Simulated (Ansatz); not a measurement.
Total energies of B₆N₆H₁₈, a cluster cut from wurtzite BN (hydrogen-capped) from Ansatz at PBE0-D4/def2-TZVP, gas phase (1 Eh = 27.2114 eV = 2625.5 kJ/mol). The reference geometry is relaxed at r2SCAN-D4/def2-SVP.

```xyz
30

N     0.025    1.267   -1.520
B     1.065    1.328   -0.321
B    -1.316    1.308    0.776
N     0.259    1.259    1.009
N     1.931    0.002   -0.431
B     0.656    0.001    1.901
B    -0.929   -0.001   -1.462
N    -1.633   -0.002   -0.073
N     0.028   -1.266   -1.520
B     1.068   -1.325   -0.322
B    -1.313   -1.312    0.775
N     0.262   -1.259    1.009
H    -0.598    2.074   -1.372
H     0.460    1.398   -2.434
H     1.780    2.314   -0.430
H    -1.615    2.321    0.118
H    -1.916    1.300    1.834
H     0.483    2.081    1.571
H     2.563    0.003   -1.234
H     2.525    0.003    0.410
H     1.882    0.002    2.114
H     0.045   -0.001    2.954
H    -1.692   -0.002   -2.417
H    -2.642   -0.003   -0.218
H     0.464   -1.396   -2.435
H    -0.592   -2.075   -1.373
H     1.786   -2.309   -0.431
H    -1.913   -1.305    1.834
H    -1.609   -2.325    0.117
H     0.488   -2.080    1.570
```

| state | geometry | energy (Eh) |
| --- | --- | --- |
| charge 0 singlet | reference | -488.45141 |
| charge 1 doublet | reference | -488.13057 |
| charge 1 doublet | relaxed at r2SCAN-D4/def2-SVP | -488.15916 |
| charge -1 doublet | reference | -488.42427 |
| free N atom (quartet) | – | -54.54382 |
| free B atom (doublet) | – | -24.61828 |
| free H atom (doublet) | – | -0.50104 |

Single mean-field runs in def2-TZVP are fitted with def2-universal-jkfit.

(1) Work out the vertical ionisation energy to the doublet.

(2) Work out the vertical electron affinity, to the doublet.

(3) Give the fundamental gap IE − EA, the Mulliken electronegativity (IE + EA)/2 and the hardness (IE − EA)/2.

(4) How much does the charge 1 doublet relax, and what is the adiabatic ionisation energy?

(5) What is the binding energy per atom against free atoms?

(1) E(charge 1 doublet) − E(charge 0 singlet) = -488.13057 − (-488.45141) = 0.32084 Eh = 8.73 eV. For comparison, −ε of the highest occupied level is 7.00 eV at this level, 1.73 eV less.

(2) E(charge 0 singlet) − E(charge -1 doublet) = -488.45141 − (-488.42427) = -0.02714 Eh = -0.74 eV; negative, so the extra electron isn't bound. The basis lacks diffuse functions, which makes affinities too small.

(3) From the values in Eh: IE − EA = 0.32084 − (-0.02714) = 0.34798 Eh = 9.47 eV; (IE + EA)/2 = 4.00 eV; (IE − EA)/2 = 4.73 eV. The HOMO–LUMO gap of the same run is 6.67 eV, 2.80 eV smaller than the fundamental gap.

(4) Relaxation: -488.13057 − (-488.15916) = 0.02859 Eh = 0.78 eV. Adiabatic ionisation energy: 0.29225 Eh = 7.95 eV, without zero-point energy. 

(5) Atoms: 6 × (-54.54382) + 6 × (-24.61828) + 18 × (-0.50104) = -483.99132 Eh. Binding: -483.99132 − (-488.45141) = 4.46009 Eh = 121.37 eV, or 4.05 eV for each of 30 atoms (no zero-point energy, no counterpoise term).

At PBE0-D4/def2-TZVP the highest occupied level of the charge -1 doublet lies above zero (up to 2.00 eV). By energy differences it is unbound by 0.74 eV (vertical, to the charge 0 singlet, at PBE0-D4/def2-TZVP) and held by the finite basis.
